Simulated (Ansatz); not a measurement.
Ideal-gas functions of CH₅FGeS, SMILES `[CH3][GeH]([F])[SH]` at 500 K and 1 bar, from an Ansatz frequency run at PBE0-D4/def2-TZVP.

Molar mass 140.73 g/mol, point group C1 (symmetry number 1), electronic degeneracy 1, moments of inertia 97.027, 187.22, 241.75 u Å². Harmonic wavenumbers (cm⁻¹, unscaled): 117, 142, 185, 197, 202, 414, 609, 622, 679, 713, 795, 821, 849, 1266, 1447, 1450, 2178, 2713, 3068, 3164, 3167.

Use S(trans) = R[1.5 ln M + 2.5 ln T − 1.1517]; rotational temperatures θ = 24.2544 K / I; S(rot) = R[ln(√π/σ · √(T³/θAθBθC)) + 1.5]; for each mode x = 1.438777 ν̃/T, S = R[x/(eˣ − 1) − ln(1 − e⁻ˣ)] and H = RT x/(eˣ − 1); 1 cm⁻¹ = 0.0119627 kJ/mol; R = 8.31446 J/(mol·K).

**Question.** By hand: the entropy, in J/(mol·K).

**Answer.** Translation 181.3. Rotation: θ = 0.25, 0.1296, 0.1003 K, giving 118.6. Vibration, mode by mode: 17.41, 15.81, 13.65, 13.14, 12.94, 7.33, 4.64, 4.50, 3.95, 3.66, 3.04, 2.86, 2.69, 1.03, 0.68, 0.67, 0.11, 0.03, 0.01, 0.01, 0.01, in all 108.2. Electronic 0.0. Sum 408.1 J/(mol·K).

**Question.** By hand: H − E and G − E in kJ/mol, counted from the electronic energy.

**Answer.** Zero-point energy ½ × 24798 × 0.0119627 = 148.3; thermal vibration 28.0; translation, rotation and pV give 4 RT = 16.6. H − E = 192.9 kJ/mol, and G − E = 192.9 − 500 × 408.1/1000 = -11.2 kJ/mol.

Vibration gives 27 % of the entropy, 33.2 J/(mol·K) of it from the modes under 150 cm⁻¹: soft modes count most, and the harmonic formula is weakest for them. The sum counts one conformer and one mirror image; others add a mixing term.
